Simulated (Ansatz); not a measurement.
Program: Ansatz. Geometries: PBE0-D4/def2-TZVP. ΔE: electronic, gas phase. CCSD(T)/CBS adds triple-zeta CCSD(T) − MP2 to the extrapolated MP2 energy (def2 sets, frozen cores). DFT in def2-TZVPP. For Ga outer-core shells are correlated without core-valence functions, which leaves a few kJ/mol of doubt a bond. Scalar relativity is left out up to krypton. Each species was taken in one conformer, which may not be the lowest.

Consider the ligand exchange at the Si–C bond: `[SiH3]C[SiH2][GaH2]` + `N[SiH](N)O` → `N[SiH](N)O[SiH3]` + `C[SiH2][GaH2]`.

CCSD(T)/CBS gives -91.9 kJ/mol.

Question: Another level gave -92.3 kJ/mol. Which?
A. ωB97M-V/def2-TZVPP
B. HF/def2-TZVPP
C. SCS-MP2/def2-TZVPP
D. PBE/def2-TZVPP

Answer: A. ωB97M-V -92.3, SCS-MP2/def2-TZVPP -101.8, HF/def2-TZVPP -137.9, PBE -80.6 kJ/mol.

Largest T1 diagnostic among the species: 0.013.

In def2-TZVPP, CCSD(T) changes the Hartree–Fock value by +45.3 kJ/mol (the triples alone add +6.5 kJ/mol) and MP2 by +46.2 kJ/mol. The D4 term adds +7.9 kJ/mol with B3LYP and +3.7 kJ/mol with PBE0; it sums over pairs of atoms, weighted by their polarisabilities, and B3LYP, whose exchange is more repulsive, gets the larger term. From PBE to PBE0 (25 % exact exchange), in def2-TZVPP and without D4, ΔE moves by −5.6 kJ/mol.

CCSD(T)/CBS has its own doubt, a few kJ/mol and more with outer-core shells, so smaller differences from it don't rank the levels.

B3LYP here is the variant with VWN-RPA as its local correlation; programs differ in this.
